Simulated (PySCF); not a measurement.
Si(F)(Me)2(SeH) (C2H7FSeSi), SMILES F[Si]([SeH])(C)C.

Coordinates come from a B3LYP-D3(BJ)/def2-SVP optimisation. Other conformers were not sampled.

Two levels are set side by side: PBE/def2-TZVP (PySCF) and r2SCAN/def2-TZVP (PySCF). Same geometry, gas phase. Differences are taken from unrounded values.

```csv
quantity,r2SCAN,PBE,PBE minus r2SCAN
orbital gap (eV),5.51,4.91,-0.59
highest occupied level (eV),-6.09,-5.81,0.28
lowest empty level (eV),-0.58,-0.89,-0.31
dipole moment (D),2.69,2.57,-0.12
mean polarisability (bohr³),75.5,77.8,2.3
```

Rough cost on one machine, each run with all the roots and properties that it gave: r2SCAN against PBE about 3 times.
